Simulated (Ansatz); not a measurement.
`[Cl][InH][SeH]` + `C#[C][GeH]([CH3])[F]` → `C#[C][InH][Cl]` + `[CH3][GeH]([F])[SeH]` at 700 K and 1 bar (redistribution).

Program: Ansatz. Geometries: PBE0-D4/def2-TZVP. ΔE: electronic, gas phase. CBS: MP2 limit from def2 TZ/QZ plus the TZ coupled-cluster correction, frozen cores. def2 core potentials past Kr. For Ge, In, Se outer-core shells are correlated without core-valence functions, which leaves a few kJ/mol of doubt a bond. Scalar relativity is left out up to krypton. Each species was taken in one conformer, which may not be the lowest.

```
               species  CCSD(T)/CBS energy (Eh)  H − E (kJ/mol)  S (J/(mol·K))
      `[Cl][InH][SeH]`              -3051.57859            92.5          415.2
`C#[C][GeH]([CH3])[F]`              -2293.05688           252.0          471.7
      `C#[C][InH][Cl]`               -726.87417           125.1          423.5
`[CH3][GeH]([F])[SeH]`              -4617.74462           219.0          470.2
```

H − E and S are ideal-gas, rigid-rotor, harmonic terms from PBE0-D4/def2-TZVP, for one conformer and one mirror image of each species. 1 Eh = 2625.50 kJ/mol, R = 8.31446 J/(mol·K).

**Question.** By hand: ΔE, ΔH, ΔS and ΔG.

**Answer.** ΔE = (-726.87417) + (-4617.74462) − (-3051.57859) − (-2293.05688) = 0.01668 Eh = 43.8 kJ/mol. Δ(H − E) = 125.1 + 219.0 − 92.5 − 252.0 = -0.4, so ΔH = 43.4 kJ/mol. ΔS = 423.5 + 470.2 − 415.2 − 471.7 = 6.8 J/(mol·K). ΔG = 43.4 − 700 × (6.8)/1000 = 38.6 kJ/mol.

**Question.** By hand: the equilibrium constant, and the temperature at which ΔG would vanish if ΔH and ΔS stayed fixed.

**Answer.** log₁₀ K = −ΔG/(RT ln 10) = -2.9. ΔG = 0 at ΔH/ΔS = 6382 K, far beyond where these terms or the molecules hold.

The number of gas molecules stays the same, so ΔS is small and ΔH decides. A doubt of 5 kJ/mol in ΔE shifts log₁₀ K by 0.4 here. Other conformers and mirror images would add mixing entropy, several J/(mol·K) or more a flexible species. These are equilibria of isolated gas molecules and say nothing of rates. Largest T1 diagnostic: 0.014 (customary marks: 0.02 for closed shells, 0.045 for open ones).
